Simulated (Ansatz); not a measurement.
Reaction (SMILES): [SiH3][SiH2]Cl → [SiH2][SiH2]Cl + H atom (the H-Si bond at the site shown breaks; other sites are not compared here)
Each molecule is optimised on its own at B3LYP-D3(BJ)/def2-TZVP (Ansatz, an electronic-structure program), one conformer each, not searched for the lowest.

Quantity: bond dissociation energy (electronic energy difference), in kcal/mol. Valence correlation only, unless marked. Open shells are spin-unrestricted. Spin-orbit coupling is left out. Non-relativistic. CBS(X,Y): correlation extrapolated as X^-3; Hartree-Fock from the larger set.

CCSD(T)/CBS(aug-cc-pV(T+d)Z,aug-cc-pV(Q+d)Z) (Ansatz) gives 93.6 kcal/mol.

Question: Another calculation gave 91.5 kcal/mol. Which level was it?
(A) wB97X-V/def2-TZVPD (Ansatz)
(B) SVWN5/def2-TZVPD (Ansatz)
(C) B2GP-PLYP/def2-TZVPD (Ansatz)
(D) PBE0/def2-TZVPD (Ansatz)

Answer: C, B2GP-PLYP/def2-TZVPD (Ansatz). The others give 88.8 (PBE0), 94.0 (wB97X-V), 97.4 (SVWN5) kcal/mol.
